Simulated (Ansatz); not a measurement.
```xyz
11

C     1.433   -0.213   -0.754
Mo   -0.358    0.173    0.294
N    -0.226   -0.802    1.711
N    -1.595   -0.393   -0.770
O    -0.513    2.013    0.704
H     1.552   -1.274   -0.976
H     2.272    0.116   -0.134
H     1.420    0.348   -1.692
H    -0.491   -1.523    2.367
H    -2.353   -1.022   -0.999
H    -1.140    2.579    0.248
```

Charge 0, multiplicity 1. Mo takes the def2 core potential.

Question: List the B3LYP/def2-TZVPP orbital energies in eV (Ansatz). (An estimate is asked.)

Answer: The calculation gave: Occupied: -520.74, -389.50, -389.34, -276.30, -71.65, -44.76, -44.57, -44.18, -26.73, -21.37, -21.13, -18.42, -13.82, -12.88, -12.45, -11.13, -11.08, -10.18, -9.82, -8.70, -8.58, -8.19, -7.58, -7.42. Lowest empty: -1.71, -1.14, -0.42, -0.15, 0.05, 0.42, 0.86, 0.98.

B3LYP here is the variant with VWN-RPA as its local correlation; programs differ in this.
